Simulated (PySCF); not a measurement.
Ge(F)3(OSiH3) (F3GeH3OSi), SMILES [F][Ge]([F])([F])[O][SiH3].

The structure is a stationary point at r2SCAN-D4/def2-SVP. The values are those of a single conformer.

Computed with PySCF with r2SCAN-D4/def2-SVP.

Frequencies are harmonic and unscaled.

```json
[
 {"mode": "1", "ν (cm⁻¹)": "26", "IR (km/mol)": "0.3", "moving atoms (share of kinetic energy)": "F 36 %, O 28 %, Si 20 %, H 13 %"},
 {"mode": "2", "ν (cm⁻¹)": "68", "IR (km/mol)": "0.0", "moving atoms (share of kinetic energy)": "H 94 %"},
 {"mode": "3", "ν (cm⁻¹)": "71", "IR (km/mol)": "0.7", "moving atoms (share of kinetic energy)": "F 44 %, Si 30 %, O 12 %, H 10 %"},
 {"mode": "4", "ν (cm⁻¹)": "194", "IR (km/mol)": "0.0", "moving atoms (share of kinetic energy)": "F 79 %, O 20 %"},
 {"mode": "5", "ν (cm⁻¹)": "203", "IR (km/mol)": "2.3", "moving atoms (share of kinetic energy)": "F 74 %, O 12 %, Si 12 %"},
 {"mode": "6", "ν (cm⁻¹)": "251", "IR (km/mol)": "39.6", "moving atoms (share of kinetic energy)": "F 68 %, Ge 19 %, Si 9 %"},
 {"mode": "7", "ν (cm⁻¹)": "265", "IR (km/mol)": "36.8", "moving atoms (share of kinetic energy)": "F 47 %, O 26 %, Ge 24 %"},
 {"mode": "8", "ν (cm⁻¹)": "280", "IR (km/mol)": "54.4", "moving atoms (share of kinetic energy)": "F 48 %, Ge 28 %, O 18 %"},
 {"mode": "9", "ν (cm⁻¹)": "554", "IR (km/mol)": "9.3", "moving atoms (share of kinetic energy)": "O 36 %, Si 27 %, Ge 16 %, H 12 %, F 9 %"},
 {"mode": "10", "ν (cm⁻¹)": "718", "IR (km/mol)": "46.0", "moving atoms (share of kinetic energy)": "H 84 %, Si 8 %"},
 {"mode": "11", "ν (cm⁻¹)": "723", "IR (km/mol)": "26.4", "moving atoms (share of kinetic energy)": "H 54 %, F 32 %"},
 {"mode": "12", "ν (cm⁻¹)": "740", "IR (km/mol)": "84.1", "moving atoms (share of kinetic energy)": "F 53 %, H 26 %, Ge 9 %"},
 {"mode": "13", "ν (cm⁻¹)": "781", "IR (km/mol)": "90.5", "moving atoms (share of kinetic energy)": "F 73 %, Ge 26 %"},
 {"mode": "14", "ν (cm⁻¹)": "786", "IR (km/mol)": "91.3", "moving atoms (share of kinetic energy)": "F 74 %, Ge 26 %"},
 {"mode": "15", "ν (cm⁻¹)": "946", "IR (km/mol)": "75.4", "moving atoms (share of kinetic energy)": "H 96 %"},
 {"mode": "16", "ν (cm⁻¹)": "951", "IR (km/mol)": "75.4", "moving atoms (share of kinetic energy)": "H 96 %"},
 {"mode": "17", "ν (cm⁻¹)": "972", "IR (km/mol)": "567.4", "moving atoms (share of kinetic energy)": "H 60 %, O 20 %, Si 19 %"},
 {"mode": "18", "ν (cm⁻¹)": "1022", "IR (km/mol)": "96.0", "moving atoms (share of kinetic energy)": "O 63 %, H 31 %"},
 {"mode": "19", "ν (cm⁻¹)": "2242", "IR (km/mol)": "62.3", "moving atoms (share of kinetic energy)": "H 98 %"},
 {"mode": "20", "ν (cm⁻¹)": "2248", "IR (km/mol)": "125.6", "moving atoms (share of kinetic energy)": "H 96 %"},
 {"mode": "21", "ν (cm⁻¹)": "2273", "IR (km/mol)": "105.5", "moving atoms (share of kinetic energy)": "H 96 %"}
]
```
